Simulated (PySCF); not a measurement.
C6H7ClSi, SMILES c1c([SiH3])ccc(c1)Cl (GFN2-xTB optimised geometry):

```
15

Si     1.360    -2.355     0.002
C      0.405    -0.726     0.000
C     -0.988    -0.726     0.000
C     -1.713     0.451     0.000
C     -1.037     1.660     0.000
Cl    -1.931     3.141    -0.001
C      0.348     1.695     0.000
C      1.052     0.505     0.000
H      1.038    -3.094     1.225
H      0.959    -3.141    -1.167
H      2.792    -2.061    -0.050
H     -1.518    -1.667     0.000
H     -2.792     0.435     0.000
H      0.864     2.643     0.001
H      2.132     0.538     0.001
```

Computed with PBE0/def2-TZVP in PySCF.

Q: What are the frontier orbital energies and the dipole moment?

A: HOMO-2 -8.99 eV, HOMO-1 -7.78 eV, HOMO -7.21 eV, LUMO -0.90 eV, LUMO+1 -0.65 eV; dipole moment 1.00 D.

Meta-Löwdin charges at PBE0/def2-TZVP: Si1 0.48, C2 -0.23, C3 -0.10, C4 -0.13, C5 0.02, Cl6 -0.05, C7 -0.13, C8 -0.10, H9 -0.09, H10 -0.09, H11 -0.09, H12 0.12, H13 0.14, H14 0.14, H15 0.12.
